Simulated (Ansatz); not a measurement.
`[OH][Ge]([F])([F])[SiH3]`. The species carries charge 0 and has multiplicity 1.

Z-matrix (Å, degrees):
```
Ge
F 1 1.732
F 1 1.732 2 102.2
O 1 1.752 2 107.7 3 113.2
Si 1 2.377 2 112.8 3 -121.4
H 4 0.962 1 113.6 2 -56.2
H 5 1.481 1 107.7 2 -63.0
H 5 1.481 1 107.7 2 176.9
H 5 1.481 1 107.3 2 56.9
```

(1) What are the harmonic wavenumbers in cm⁻¹ at PBE0-D4/def2-TZVP (Ansatz, finite differences of forces, unscaled)? (Estimate.)

(2) Is this a minimum?

(3) Give the ideal-gas thermochemistry at 298.15 K and 1 bar (rigid rotor, harmonic oscillator; point group Cs, symmetry number 1).

(4) And at 400, 500, 600, 800 and 1000 K?

## Answers

(1) The calculation gave: 69, 106, 114, 160, 239, 247, 270, 371, 524, 525, 699, 708, 747, 860, 909, 931, 932, 2248, 2269, 2270, 3874.

(2) Yes, all 21 modes are real.

(3) Zero-point energy 114.1 kJ/mol; H(298) − E = 138.7 kJ/mol; entropy 380.5 J/(mol·K), of which translation 172.1, rotation 116.0, vibration 92.5; G(298) − E = 25.2 kJ/mol. Modes under 100 cm⁻¹ are hindered rotations or soft bends, so the harmonic entropy is rough.

(4) 
```json
{"T (K)": "400", "H − E (kJ/mol)": "152.0", "S (J/mol/K)": "418.9", "G − E (kJ/mol)": "-15.6"}
{"T (K)": "500", "H − E (kJ/mol)": "166.5", "S (J/mol/K)": "451.2", "G − E (kJ/mol)": "-59.1"}
{"T (K)": "600", "H − E (kJ/mol)": "181.9", "S (J/mol/K)": "479.3", "G − E (kJ/mol)": "-105.7"}
{"T (K)": "800", "H − E (kJ/mol)": "214.9", "S (J/mol/K)": "526.7", "G − E (kJ/mol)": "-206.4"}
{"T (K)": "1000", "H − E (kJ/mol)": "249.9", "S (J/mol/K)": "565.7", "G − E (kJ/mol)": "-315.8"}
```
